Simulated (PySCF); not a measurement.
Worked example: chemical shift, span and skew from a shielding tensor

Al(F)(Br)(Me) (CH3AlBrF), SMILES [F][Al]([Br])[CH3]. Atoms are numbered in the order given.

```xyz
7

Al     0.1233     0.9319     0.0000
F      1.6865     1.5062     0.0000
Br    -0.1025    -1.3125     0.0000
C     -1.3681     2.1641     0.0000
H     -2.3375     1.6433     0.0000
H     -1.3234     2.8186     0.8868
H     -1.3234     2.8186    -0.8868
```
Charge 0, spin multiplicity 1.

Coordinates come from a B3LYP-D3(BJ)/def2-SVP optimisation. The structure was generated by enumeration; whether it is a known compound was not checked.

GIAO shieldings from PBE/pcSseg-1 (PySCF), non-relativistic, no solvent. The symmetric part of the tensor of F2 has the principal values 159.5, 281.9, 372.2 ppm. The same nucleus in CFCl3 has σ = 133.6 ppm at this level (PySCF, at its B3LYP-D3(BJ)/def2-TZVP geometry). Without spin–orbit terms, shifts of atoms bonded to Cl or Br come out too high.

### Question
Work out the isotropic shielding, the ¹⁹F shift against CFCl3, the span and the skew.

### Answer

σ(iso) = (σ11 + σ22 + σ33)/3 = 271.2 ppm. δ = σ(ref) − σ(iso) = 133.6 − (271.2) = -137.6 ppm.
Span Ω = σ33 − σ11 = 212.7 ppm. Skew κ = 3(σ(iso) − σ22)/Ω = -0.15. Tumbling in solution averages the tensor to δ; in a static solid the shielding alone would spread this spin-1/2 line over Ω.
